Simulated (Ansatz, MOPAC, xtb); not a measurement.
Spectroscopic constants of BI+, multiplicity 2 (lowest of 2S+1 = 2, 4 at CCSD(T)/def2-TZVPP on PBE0 minima; our sources give no spin for the ground state, which may be another). No spin–orbit coupling.

The constants come from a fifth-degree fit in 1/R (seven points, main isotopes). In def2 and cc sets the state is the lowest found near the PBE0 minimum, followed along R.

Run with Ansatz (an electronic-structure program) with Gaussian orbitals; MOPAC for PM6, PM7 (differences of heats of formation); xtb for the GFN methods. Each number belongs to the level named beside it. In def2 rows elements past Kr take small-core potentials, without spin–orbit coupling. The GFN methods have no spin term and hold the electronic entropy of 300 K.

```json
[
 {"level": "PM6", "r_e (Å)": "2.030", "ω_e (cm⁻¹)": "575", "B_e (cm⁻¹)": "0.404", "ω_e x_e (cm⁻¹)": "4.9"},
 {"level": "PM7", "r_e (Å)": "1.874", "ω_e (cm⁻¹)": "861", "B_e (cm⁻¹)": "0.474", "ω_e x_e (cm⁻¹)": "8.9"},
 {"level": "GFN1-xTB", "r_e (Å)": "2.026", "ω_e (cm⁻¹)": "896", "B_e (cm⁻¹)": "0.406", "ω_e x_e (cm⁻¹)": "6.6"},
 {"level": "GFN2-xTB", "r_e (Å)": "1.942", "ω_e (cm⁻¹)": "1009", "B_e (cm⁻¹)": "0.441", "ω_e x_e (cm⁻¹)": "7.4"},
 {"level": "SVWN5/def2-TZVPP", "r_e (Å)": "1.953", "ω_e (cm⁻¹)": "799", "B_e (cm⁻¹)": "0.436", "ω_e x_e (cm⁻¹)": "4.2"},
 {"level": "PBE/def2-TZVPP", "r_e (Å)": "1.970", "ω_e (cm⁻¹)": "777", "B_e (cm⁻¹)": "0.429", "ω_e x_e (cm⁻¹)": "4.4"},
 {"level": "r2SCAN/def2-TZVPP", "r_e (Å)": "1.960", "ω_e (cm⁻¹)": "801", "B_e (cm⁻¹)": "0.433", "ω_e x_e (cm⁻¹)": "4.3"},
 {"level": "B97M-V/def2-TZVPP", "r_e (Å)": "1.964", "ω_e (cm⁻¹)": "788", "B_e (cm⁻¹)": "0.432", "ω_e x_e (cm⁻¹)": "4.6"},
 {"level": "B3LYP/def2-TZVPP", "r_e (Å)": "1.967", "ω_e (cm⁻¹)": "777", "B_e (cm⁻¹)": "0.430", "ω_e x_e (cm⁻¹)": "4.8"},
 {"level": "PBE0/def2-TZVPP", "r_e (Å)": "1.956", "ω_e (cm⁻¹)": "802", "B_e (cm⁻¹)": "0.435", "ω_e x_e (cm⁻¹)": "4.6"},
 {"level": "BHLYP/def2-TZVPP", "r_e (Å)": "1.956", "ω_e (cm⁻¹)": "795", "B_e (cm⁻¹)": "0.435", "ω_e x_e (cm⁻¹)": "5.2"},
 {"level": "CAM-B3LYP/def2-TZVPP", "r_e (Å)": "1.953", "ω_e (cm⁻¹)": "799", "B_e (cm⁻¹)": "0.436", "ω_e x_e (cm⁻¹)": "5.0"},
 {"level": "wB97X-V/def2-TZVPP", "r_e (Å)": "1.956", "ω_e (cm⁻¹)": "798", "B_e (cm⁻¹)": "0.435", "ω_e x_e (cm⁻¹)": "5.2"},
 {"level": "wB97M-V/def2-TZVPP", "r_e (Å)": "1.956", "ω_e (cm⁻¹)": "793", "B_e (cm⁻¹)": "0.435", "ω_e x_e (cm⁻¹)": "5.4"},
 {"level": "B2PLYP/def2-TZVPP", "r_e (Å)": "1.960", "ω_e (cm⁻¹)": "801", "B_e (cm⁻¹)": "0.433", "ω_e x_e (cm⁻¹)": "4.4"},
 {"level": "CCSD/def2-TZVPP", "r_e (Å)": "1.956", "ω_e (cm⁻¹)": "799", "B_e (cm⁻¹)": "0.435", "ω_e x_e (cm⁻¹)": "5.7"},
 {"level": "CCSD/def2-QZVPP", "r_e (Å)": "1.954", "ω_e (cm⁻¹)": "798", "B_e (cm⁻¹)": "0.436", "ω_e x_e (cm⁻¹)": "5.6"},
 {"level": "CCSD(T)/def2-TZVPP", "r_e (Å)": "1.961", "ω_e (cm⁻¹)": "797", "B_e (cm⁻¹)": "0.433", "ω_e x_e (cm⁻¹)": "5.0"},
 {"level": "CCSD(T)/def2-QZVPP", "r_e (Å)": "1.959", "ω_e (cm⁻¹)": "796", "B_e (cm⁻¹)": "0.434", "ω_e x_e (cm⁻¹)": "4.9"},
 {"level": "CCSD(T)/CBS(def2-TZVPP, def2-QZVPP)", "r_e (Å)": "1.957", "ω_e (cm⁻¹)": "796", "B_e (cm⁻¹)": "0.434", "ω_e x_e (cm⁻¹)": "4.8"}
]
```

Correlated levels freeze the inner cores; with def2 sets outer-core shells near the valence are correlated too. CBS(a, b) extrapolates the correlation energy as X⁻³ and adds the Hartree–Fock energy of set b. The state that PM6, PM7 reach isn't checked; PM7 holds dispersion and hydrogen-bond terms.
